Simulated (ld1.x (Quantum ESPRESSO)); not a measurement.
silver: TM pseudisation with LDA (PZ), scalar-relativistic reference atom.

ld1.x (Quantum ESPRESSO) 7.5 was run on this input:

```
&input
   title='Ag', zed=47., rel=1, dft='PZ', iswitch=3,
   config='[Kr] 4d9 5s2 5p0',
   nld=3, rlderiv=1.90, eminld=-9.0, emaxld=5.0, deld=0.04
 /
 &inputp
   pseudotype=2, tm=.true., lloc=0,
   nlcc=.true., new_core_ps=.true., rcore=0.95,
   file_pseudopw='Ag.UPF', file_wfcaegen='ae.wfc', file_wfcncgen='nc.wfc', file_beta='beta', file_chi='chi'
 /
3
4P  2  1   6.00   0.00  1.50  1.50  0.0
4D  3  2   9.00   0.00  1.75  1.75  0.0
4S  1  0   2.00   0.00  1.15  1.15  0.0
 &test
   configts(1)='4s2 4p6 4d9 5s2 5p0'
 /
```

Command:

```bash
ld1.x < Ag.in > Ag.out
```

The program printed (shortened: banner, matrices, multipoles, cross overlaps and the repeated all-electron block are left out):

```
Program LD1 v.7.5
     --------------------------- All-electron run ----------------------------

     Ag
     scalar relativistic calculation

     atomic number is 47.00
     dft =PZ   lsd =0 sic =0 latt =0  beta=0.20 tr2=1.0E-14
     Exchange-correlation= PZ
                           (   1   1   0   0   0   0   0)
     mesh =1237 r(mesh) =  99.46963 a.u. xmin = -7.00 dx = 0.01250
     1 Ry =  13.60569312 eV, c = 137.03599908

     n l     nl                  e(Ry)          e(Ha)          e(eV)
     1 0     1S 1( 2.00)     -1859.7548      -929.8774    -25303.2524
     2 0     2S 1( 2.00)      -274.1741      -137.0871     -3730.3291
     2 1     2P 1( 6.00)      -246.1219      -123.0609     -3348.6585
     3 0     3S 1( 2.00)       -50.4918       -25.2459      -686.9755
     3 1     3P 1( 6.00)       -41.2782       -20.6391      -561.6180
     4 0     4S 1( 2.00)        -7.2869        -3.6435       -99.1435
     4 1     4P 1( 6.00)        -4.5996        -2.2998       -62.5801
     3 2     3D 1(10.00)       -26.7037       -13.3519      -363.3228
     4 2     4D 1( 9.00)        -0.7989        -0.3995       -10.8702
     5 0     5S 1( 2.00)        -0.4293        -0.2146        -5.8409
     5 1     5P 1( 0.00)        -0.1011        -0.0505        -1.3750

     final scf error:  7.2E-15 reached in  27 iterations

     Etot =  -10621.973687 Ry,   -5310.986843 Ha, -144519.314345 eV

     Ekin =   11032.316139 Ry,    5516.158070 Ha,  150102.307826 eV
     Encl =  -25671.772106 Ry,  -12835.886053 Ha, -349282.253198 eV
     Eh   =    4305.286588 Ry,    2152.643294 Ha,   58576.408126 eV
     Exc  =    -287.804308 Ry,    -143.902154 Ha,   -3915.777099 eV

     normalization and overlap integrals

     s(1S/1S) =  1.000000  <r> =   0.0311  <r2> =    0.0013  r(max) =   0.0202
     s(2S/2S) =  1.000000  <r> =   0.1351  <r2> =    0.0215  r(max) =   0.1136
     s(2P/2P) =  1.000000  <r> =   0.1177  <r2> =    0.0169  r(max) =   0.0907
     s(3S/3S) =  1.000000  <r> =   0.3692  <r2> =    0.1559  r(max) =   0.3328
     s(3P/3P) =  1.000000  <r> =   0.3681  <r2> =    0.1574  r(max) =   0.3246
     s(4S/4S) =  1.000000  <r> =   0.9086  <r2> =    0.9362  r(max) =   0.8186
     s(4P/4P) =  1.000000  <r> =   0.9948  <r2> =    1.1354  r(max) =   0.8714
     s(3D/3D) =  1.000000  <r> =   0.3460  <r2> =    0.1427  r(max) =   0.2725
     s(4D/4D) =  1.000000  <r> =   1.3570  <r2> =    2.2556  r(max) =   1.0252
     s(5S/5S) =  1.000000  <r> =   2.9322  <r2> =    9.9342  r(max) =   2.3985
     s(5P/5P) =  1.000000  <r> =   4.3757  <r2> =   22.9018  r(max) =   3.3196

     ------------------------ End of All-electron run ------------------------

     --------------------- Generating NC pseudopotential ---------------------

      Generating local pot.: lloc=0, matching radius rcloc =   1.1500

      Computing core charge for nlcc:

       r > 0.95 : true rho core
      Core charge pseudized with two Bessel functions
      Integrated core pseudo-charge :   4.78

      Wfc   4P  rcut= 1.492  Using Troullier-Martins method

      Wfc   4D  rcut= 1.733  Using Troullier-Martins method

     ------------------- End of pseudopotential generation -------------------

     Computing logarithmic derivative in   1.90336
     Computing logarithmic derivative in   1.90336
     Computing the partial wave expansion
       no projector for channel:   0
     R is outside the sphere for l=    1 j= 0.00
     R is outside the sphere for l=    2 j= 0.00

     ---------------------- Testing the pseudopotential ----------------------

     Ag
     scalar relativistic calculation

     atomic number is 47.00   valence charge is 19.00
     dft =PZ   lsd =0 sic =0 latt =0  beta=0.20 tr2=1.0E-14
     mesh =1237 r(mesh) =  99.46963 xmin = -7.00 dx = 0.01250

     n l     nl             e AE (Ry)        e PS (Ry)    De AE-PS (Ry)
     1 0     4S   1( 2.00)       -7.28691       -7.28695        0.00004
     2 1     4P   1( 6.00)       -4.59955       -4.59956        0.00001
     3 2     4D   1( 9.00)       -0.79894       -0.79895        0.00000
     2 0     5S   1( 2.00)       -0.42930       -0.45534        0.02604  !
     3 1     5P   1( 0.00)       -0.10106       -0.10868        0.00762  !

     eps = 5.4E-15  iter = 19

     Etot =  -10621.973687 Ry,   -5310.986843 Ha, -144519.314345 eV
     Etotps =  -301.245430 Ry,    -150.622715 Ha,   -4098.652879 eV

     Ekin =     104.393374 Ry,      52.196687 Ha,    1420.344207 eV
     Encl =    -610.953521 Ry,    -305.476761 Ha,   -8312.446120 eV
     Ehrt =     252.055438 Ry,     126.027719 Ha,    3429.388945 eV
     Ecxc =     -36.248710 Ry,     -18.124355 Ha,    -493.188827 eV
     (Ecc =      -6.093215 Ry,      -3.046607 Ha,     -82.902411 eV)
     Epseu=     -10.492011 Ry,      -5.246006 Ha,    -142.751083 eV

     ---------------------- End of pseudopotential test ----------------------
```

The potential misses its own reference levels by up to 0.4 eV. ld1.x takes every shell without a wave as core, so the model core holds the 5s electrons as well and exchange and correlation see them twice. This cancels in the reference configuration, but the file is broken for other ones, and its errors say nothing about a proper core correction.

Generation and configuration tests took about 3.5 s on one core of a shared server CPU.

Transferability test of the new file with ld1.x, input:

```
&input
   title='Ag', zed=47., rel=1, dft='PZ', iswitch=2,
   config='[Kr] 4d9 5s2 5p0'
 /
 &test
   file_pseudo='Ag.UPF', nconf=10,
   configts(1)='4s2 4p6 4d9 5s2 5p0',
   configts(2)='4s2 4p6 4d10 5s1 5p0',
   configts(3)='4s2 4p6 4d10 5s0 5p0',
   configts(4)='4s2 4p6 4d9 5s0 5p0',
   configts(5)='4s2 4p6 4d8 5s0 5p0',
   configts(6)='4s2 4p6 4d10 5s0 5p1',
   configts(7)='4s2 4p5 4d10 5s1 5p0',
   configts(8)='4s1 4p6 4d10 5s1 5p0',
   configts(9)='4s2 4p6 4d9 5s2 5p0', lsdts(9)=1,
   configts(10)='4s2 4p6 4d10 5s1 5p0', lsdts(10)=1
 /
```

```bash
ld1.x < Ag.test.in > Ag.test.out
```

Pseudopotential blocks of its output, shortened (energy terms left out):

```
     ---------------------- Testing the pseudopotential ----------------------

     n l     nl             e AE (Ry)        e PS (Ry)    De AE-PS (Ry)
     1 0     4S   1( 2.00)       -7.28691       -7.28695        0.00004
     2 1     4P   1( 6.00)       -4.59955       -4.59956        0.00001
     3 2     4D   1( 9.00)       -0.79894       -0.79895        0.00000
     2 0     5S   1( 2.00)       -0.42930       -0.45534        0.02604  !
     3 1     5P   1( 0.00)       -0.10106       -0.10868        0.00762  !

     eps = 4.6E-15  iter = 19

     Etot =  -10621.973687 Ry,   -5310.986843 Ha, -144519.314345 eV
     Etotps =  -301.245431 Ry,    -150.622715 Ha,   -4098.652884 eV

     ---------------------- End of pseudopotential test ----------------------

          ---------------------- Testing the pseudopotential ----------------------

     n l     nl             e AE (Ry)        e PS (Ry)    De AE-PS (Ry)
     1 0     4S   1( 2.00)       -6.98809       -7.00870        0.02061  !
     2 1     4P   1( 6.00)       -4.31196       -4.33081        0.01885  !
     3 2     4D   1(10.00)       -0.56314       -0.57849        0.01535  !
     2 0     5S   1( 1.00)       -0.34689       -0.37920        0.03231  !
     3 1     5P   1( 0.00)       -0.06218       -0.07495        0.01276  !

     eps = 9.6E-15  iter = 17

     Etot =  -10622.264787 Ry,   -5311.132394 Ha, -144523.274964 eV
     Etotps =  -301.515361 Ry,    -150.757681 Ha,   -4102.325480 eV
     dEtot_ae =      -0.291100 Ry
     dEtot_ps =      -0.269931 Ry,   Delta E=      -0.021169 Ry

     ---------------------- End of pseudopotential test ----------------------

          ---------------------- Testing the pseudopotential ----------------------

     n l     nl             e AE (Ry)        e PS (Ry)    De AE-PS (Ry)
     1 0     4S   1( 2.00)       -7.59726       -7.65153        0.05427  !
     2 1     4P   1( 6.00)       -4.92331       -4.97450        0.05119  !
     3 2     4D   1(10.00)       -1.17004       -1.21535        0.04531  !
     2 0     5S   1( 0.00)       -0.85449       -0.93088        0.07638  !
     3 1     5P   1( 0.00)       -0.47182       -0.53873        0.06691  !

     eps = 6.8E-15  iter = 18

     Etot =  -10621.669280 Ry,   -5310.834640 Ha, -144515.172679 eV
     Etotps =  -300.866835 Ry,    -150.433418 Ha,   -4093.501832 eV
     dEtot_ae =       0.304407 Ry
     dEtot_ps =       0.378595 Ry,   Delta E=      -0.074189 Ry

     ---------------------- End of pseudopotential test ----------------------

          ---------------------- Testing the pseudopotential ----------------------

     n l     nl             e AE (Ry)        e PS (Ry)    De AE-PS (Ry)
     1 0     4S   1( 2.00)       -8.64700       -8.70747        0.06047  !
     2 1     4P   1( 6.00)       -5.96095       -6.01888        0.05793  !
     3 2     4D   1( 9.00)       -2.14230       -2.19564        0.05334  !
     2 0     5S   1( 0.00)       -1.55325       -1.66036        0.10711  !
     3 1     5P   1( 0.00)       -1.06460       -1.16611        0.10151  !

     eps = 1.1E-15  iter = 18

     Etot =  -10620.024170 Ry,   -5310.012085 Ha, -144492.789809 eV
     Etotps =  -299.171821 Ry,    -149.585911 Ha,   -4070.439989 eV
     dEtot_ae =       1.949517 Ry
     dEtot_ps =       2.073610 Ry,   Delta E=      -0.124092 Ry

     ---------------------- End of pseudopotential test ----------------------

          ---------------------- Testing the pseudopotential ----------------------

     n l     nl             e AE (Ry)        e PS (Ry)    De AE-PS (Ry)
     1 0     4S   1( 2.00)       -9.82719       -9.88862        0.06143  !
     2 1     4P   1( 6.00)       -7.12369       -7.18383        0.06014  !
     3 2     4D   1( 8.00)       -3.23155       -3.28849        0.05694  !
     2 0     5S   1( 0.00)       -2.33385       -2.47186        0.13800  !
     3 1     5P   1( 0.00)       -1.75179       -1.88807        0.13628  !

     eps = 6.6E-15  iter = 22

     Etot =  -10617.346336 Ry,   -5308.673168 Ha, -144456.356023 eV
     Etotps =  -296.438194 Ry,    -148.219097 Ha,   -4033.247097 eV
     dEtot_ae =       4.627351 Ry
     dEtot_ps =       4.807237 Ry,   Delta E=      -0.179885 Ry

     ---------------------- End of pseudopotential test ----------------------

          ---------------------- Testing the pseudopotential ----------------------

     n l     nl             e AE (Ry)        e PS (Ry)    De AE-PS (Ry)
     1 0     4S   1( 2.00)       -7.13258       -7.14995        0.01737  !
     2 1     4P   1( 6.00)       -4.45744       -4.47246        0.01503  !
     3 2     4D   1(10.00)       -0.70502       -0.71573        0.01070  !
     2 0     5S   1( 0.00)       -0.44523       -0.47520        0.02998  !
     3 1     5P   1( 1.00)       -0.13645       -0.14207        0.00562  !

     eps = 8.8E-15  iter = 22

     Etot =  -10621.969258 Ry,   -5310.984629 Ha, -144519.254088 eV
     Etotps =  -301.196928 Ry,    -150.598464 Ha,   -4097.992968 eV
     dEtot_ae =       0.004429 Ry
     dEtot_ps =       0.048503 Ry,   Delta E=      -0.044074 Ry

     ---------------------- End of pseudopotential test ----------------------

          ---------------------- Testing the pseudopotential ----------------------

     n l     nl             e AE (Ry)        e PS (Ry)    De AE-PS (Ry)
     1 0     4S   1( 2.00)       -8.02957       -8.06427        0.03470  !
     2 1     4P   1( 5.00)       -5.33194       -5.36450        0.03256  !
     3 2     4D   1(10.00)       -1.49389       -1.51800        0.02411  !
     2 0     5S   1( 1.00)       -0.97509       -1.03736        0.06227  !
     3 1     5P   1( 0.00)       -0.55751       -0.60391        0.04640  !

     eps = 5.2E-15  iter = 11

     Etot =  -10617.461599 Ry,   -5308.730800 Ha, -144457.924265 eV
     Etotps =  -296.682832 Ry,    -148.341416 Ha,   -4036.575563 eV
     dEtot_ae =       4.512088 Ry
     dEtot_ps =       4.562599 Ry,   Delta E=      -0.050511 Ry

     ---------------------- End of pseudopotential test ----------------------

          ---------------------- Testing the pseudopotential ----------------------

     n l     nl             e AE (Ry)        e PS (Ry)    De AE-PS (Ry)
     1 0     4S   1( 1.00)       -8.05804       -8.09212        0.03408  !
     2 1     4P   1( 6.00)       -5.35555       -5.38815        0.03260  !
     3 2     4D   1(10.00)       -1.50670       -1.52967        0.02298  !
     2 0     5S   1( 1.00)       -0.97438       -1.03789        0.06351  !
     3 1     5P   1( 0.00)       -0.55682       -0.60412        0.04730  !

     eps = 4.5E-15  iter = 15

     Etot =  -10614.761451 Ry,   -5307.380726 Ha, -144421.186878 eV
     Etotps =  -293.980945 Ry,    -146.990472 Ha,   -3999.814517 eV
     dEtot_ae =       7.212236 Ry
     dEtot_ps =       7.264486 Ry,   Delta E=      -0.052250 Ry

     ---------------------- End of pseudopotential test ----------------------

          ---------------------- Testing the pseudopotential ----------------------

     n l     nl             e AE (Ry)        e PS (Ry)    De AE-PS (Ry)
     1 0     4S   1( 1.00)       -7.31058       -7.31204        0.00146
     2 1     4P   1( 3.00)       -4.62358       -4.62464        0.00106
     3 2     4D   1( 5.00)       -0.82065       -0.82143        0.00078
     2 0     5S   1( 1.00)       -0.43570       -0.46148        0.02578  !
     3 1     5P   1( 0.00)       -0.10330       -0.11085        0.00755  !
     1 0     4S   2( 1.00)       -7.26110       -7.25941       -0.00169
     2 1     4P   2( 3.00)       -4.57343       -4.57211       -0.00133
     3 2     4D   2( 4.00)       -0.77555       -0.77462       -0.00093
     2 0     5S   2( 1.00)       -0.42263       -0.44891        0.02627  !
     3 1     5P   2( 0.00)       -0.09884       -0.10648        0.00765  !

     eps = 7.6E-15  iter = 18

     Etot =  -10621.984957 Ry,   -5310.992479 Ha, -144519.467685 eV
     Etotps =  -301.257132 Ry,    -150.628566 Ha,   -4098.812095 eV
     dEtot_ae =      -0.011270 Ry
     dEtot_ps =      -0.011702 Ry,   Delta E=       0.000431 Ry

     ---------------------- End of pseudopotential test ----------------------

          ---------------------- Testing the pseudopotential ----------------------

     n l     nl             e AE (Ry)        e PS (Ry)    De AE-PS (Ry)
     1 0     4S   1( 1.00)       -6.98544       -7.00807        0.02263  !
     2 1     4P   1( 3.00)       -4.30992       -4.33071        0.02079  !
     3 2     4D   1( 5.00)       -0.56657       -0.58256        0.01599  !
     2 0     5S   1( 1.00)       -0.36526       -0.39354        0.02828  !
     3 1     5P   1( 0.00)       -0.07487       -0.08475        0.00987  !
     1 0     4S   2( 1.00)       -6.98469       -7.00559        0.02090  !
     2 1     4P   2( 3.00)       -4.30803       -4.32720        0.01916  !
     3 2     4D   2( 5.00)       -0.55376       -0.57070        0.01693  !
     2 0     5S   2( 0.00)       -0.32040       -0.36101        0.04060  !
     3 1     5P   2( 0.00)       -0.04264       -0.05543        0.01279  !

     eps = 9.1E-15  iter = 17

     Etot =  -10622.275730 Ry,   -5311.137865 Ha, -144523.423845 eV
     Etotps =  -301.523459 Ry,    -150.761730 Ha,   -4102.435654 eV
     dEtot_ae =      -0.302043 Ry
     dEtot_ps =      -0.278028 Ry,   Delta E=      -0.024014 Ry

     ---------------------- End of pseudopotential test ----------------------
```
